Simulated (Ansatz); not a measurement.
Al15N15H36, a nanocrystal cut from wurtzite AlN (hydrogen-capped). Charge 0, multiplicity 1. Geometry PBE-D4/def2-SVP.

```xyz
66

N     0.110   -1.655   -3.809
Al    0.040   -3.170   -2.520
Al   -2.688   -1.979   -1.590
N    -0.908   -2.454   -1.000
Al   -1.079   -3.894    0.273
N    -2.124   -3.101    1.769
Al    1.016   -0.069   -3.154
N     2.706   -0.828   -2.516
Al   -1.613    0.973   -2.182
N    -2.871   -0.030   -1.158
N     0.112    0.465   -1.561
Al   -0.060   -0.940   -0.268
Al    3.111   -0.492   -0.637
N     1.728   -1.403    0.329
Al   -2.780    0.218    0.731
N    -1.015   -0.264    1.251
Al   -1.296   -1.565    2.618
Al    1.965   -1.233    2.223
N     0.497   -2.257    2.999
N    -1.841    2.867   -1.691
Al    1.028    1.993   -0.825
N     2.766    1.359   -0.217
Al   -1.614    3.295    0.208
N    -2.948    2.151    1.073
N     0.072    2.618    0.707
Al   -0.116    1.253    2.032
Al    3.073    1.659    1.661
N     1.671    0.651    2.515
Al    0.918    4.213    1.460
N     2.718    3.539    2.005
H     0.536   -1.990   -4.687
H    -0.873   -1.446   -4.061
H    -0.670   -4.421   -3.226
H     1.628   -3.359   -2.142
H    -2.797   -2.068   -3.203
H    -3.807   -2.721   -0.684
H    -1.852   -5.187   -0.274
H     0.373   -4.172    0.992
H    -3.051   -2.855    1.375
H    -2.326   -3.842    2.459
H     1.329    1.041   -4.261
H     2.616   -1.867   -2.571
H     3.501   -0.577   -3.123
H    -1.775    0.838   -3.776
H    -3.831    0.159   -1.494
H     4.615   -0.943   -0.336
H     1.822   -2.413    0.105
H    -3.917   -0.548    1.571
H    -1.976   -1.096    3.987
H     3.348   -1.762    2.825
H     0.570   -3.191    2.536
H     0.645   -2.425    4.006
H    -2.727    3.240   -2.067
H    -1.108    3.394   -2.203
H     1.214    3.132   -1.953
H     3.478    1.915   -0.722
H    -1.920    4.839    0.485
H    -3.911    2.474    0.888
H    -2.831    2.279    2.095
H    -0.908    1.759    3.343
H     4.550    1.298    2.159
H     1.774    0.812    3.533
H     1.217    5.292    0.302
H     0.201    4.632    2.841
H     3.436    4.119    1.542
H     2.849    3.740    3.009
```

Single mean-field runs in def2-SVP, def2-TZVP are fitted with def2-universal-jkfit.

Problem. Estimate the orbital energies around the gap (eV) in Ansatz with HF/STO-3G, BLYP-D4/def2-SVP, r2SCAN-D4/def2-SVP, PBE0-D4/def2-TZVP, CAM-B3LYP-D4/def2-SVP.

Solution. 
```
orbital  HF/STO-3G  BLYP-D4/def2-SVP  r2SCAN-D4/def2-SVP  PBE0-D4/def2-TZVP  CAM-B3LYP-D4/def2-SVP
 HOMO−5      -7.84             -6.42               -6.93              -7.91                  -9.20
 HOMO−4      -7.70             -6.35               -6.85              -7.83                  -9.11
 HOMO−3      -7.38             -6.19               -6.68              -7.66                  -8.96
 HOMO−2      -7.23             -6.08               -6.55              -7.53                  -8.85
 HOMO−1      -6.96             -6.06               -6.54              -7.52                  -8.81
   HOMO      -6.92             -5.87               -6.33              -7.29                  -8.56
   LUMO       9.74             -0.87               -0.60              -0.66                   0.78
 LUMO+1      11.19             -0.65               -0.49              -0.44                   0.98
 LUMO+2      11.29             -0.58               -0.45              -0.32                   1.06
 LUMO+3      11.45             -0.47               -0.41              -0.23                   1.18
 LUMO+4      11.76             -0.33               -0.21              -0.10                   1.32
 LUMO+5      12.15             -0.18               -0.16               0.05                   1.53
```
